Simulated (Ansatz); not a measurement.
Compare A (`C#CB(C)F`) with its isomer B (`BCC#CF`).

Calculated with Ansatz (gas phase, PBE0-D4/def2-TZVP geometries, no zero-point term in ΔE). CCSD(T)/CBS adds triple-zeta CCSD(T) − MP2 to the extrapolated MP2 energy (def2 sets, frozen cores). Functionals use def2-TZVPP.

Q: Which isomer does CCSD(T)/CBS put lower? Give the gap. (Estimate.)

A: The calculation gave: A, by 89.9 kcal/mol.

Q: Give E(B) − E(A) in kcal/mol with r2SCAN-D4, HF/def2-TZVPP, PBE-D4, CCSD(T)/def2-SVP, CCSD/def2-TZVPP, ωB97M-V, PBE0-D4. (An estimate is asked.)

A: Computed: r2SCAN-D4 89.0, HF/def2-TZVPP 88.3, PBE-D4 84.7, CCSD(T)/def2-SVP 88.2, CCSD/def2-TZVPP 89.2, ωB97M-V 87.9, PBE0-D4 85.3. None reverses the order clearly.

Q: Does the order hold for the free energy at 298.15 K (harmonic terms from PBE0-D4)? (Best estimate.)

A: The calculation gave: Yes: G(B) − G(A) = +88.4 kcal/mol. Modes under 60 cm⁻¹, often nearly free rotors, make the harmonic entropy too high.

Largest T1 diagnostic: 0.013.

Leaving LDA and LC-ωPBE aside and taking each functional with its dispersion term where it has one, the values, not all of them listed here, spread over 6.0 kcal/mol, from revPBE-D4 to B97M-V. LDA lies −1.0 kcal/mol from PBE without D4. In def2-TZVPP, CCSD(T) changes the Hartree–Fock value by +1.3 kcal/mol (the triples alone add +0.3 kcal/mol) and MP2 by +2.7 kcal/mol.
